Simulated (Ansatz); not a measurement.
Basis-set extrapolation for CH$_{4}$OSSi (`S[SiH]1CO1`) (PBE0-D4/def2-TZVP geometry, frozen core, Ansatz 0.2.0). Multiplicity 1, RHF reference.

```tsv
	def2-TZVPP	def2-QZVPP
HF	-801.602035	-801.628154
MP2 correlation	-0.698133	-0.752864
CCSD(T) correlation	-0.766379	not run
```

Energies in hartree. Use E(X) = E(∞) + A·exp(−7.88·√X) for Hartree–Fock and E(X) = E(∞) + B·X^(−2.97) for correlation, with X = 3 and 4, and add CCSD(T) minus MP2 of the smaller set to the MP2 limit.

Problem. What is the CCSD(T) energy at the basis-set limit?

Solution. HF limit: -801.628154 + (-0.026119) × 0.13774 = -801.63175. MP2 limit: -0.752864 + (-0.054731) × 0.74074 = -0.79341. Higher-order term: -0.766379 − (-0.698133) = -0.06825. Total: -802.49341 hartree, 328.2 kJ/mol below CCSD(T)/def2-TZVPP.
